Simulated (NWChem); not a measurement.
Molecule: SnH$_{2}$S$_{2}$, singlet; SMILES [SH][Sn][SH]

```xyz
5

Sn     0.0000     0.0000     0.6684
S      1.7589     0.0000    -1.0370
H      2.7503     0.0000    -0.1176
S     -1.7589     0.0000    -1.0370
H     -2.7503     0.0000    -0.1176
```
Atoms are numbered in this order, from 1.

Results from NWChem. Low-valent species are run as closed-shell singlets; no triplet was tried in these runs. Geometry: optimised at PBE0/def2-SVP. def2 effective core potentials on Sn; no spin-orbit coupling. Ions are spin-unrestricted doublets at the neutral geometry; other ion states weren't tried. Functional: LC-ωPBE (HJS hole) with def2-SVP; rows give the range parameter ω in 1/bohr.

At which range parameter does −ε(HOMO) equal the ΔSCF ionisation energy (optimal tuning)?

about 0.34 per bohr, by linear interpolation in these runs:
```
range parameter (1/bohr)  vertical ionisation energy, ΔSCF (eV)  −ε(HOMO) (eV)  ΔSCF minus −ε(HOMO) (eV)
------------------------  -------------------------------------  -------------  ------------------------
0.15                                                       8.90           7.95                      0.95
0.25                                                       9.04           8.72                      0.32
0.35                                                       9.17           9.22                     -0.05
0.40                                                       9.22           9.40                     -0.18
```
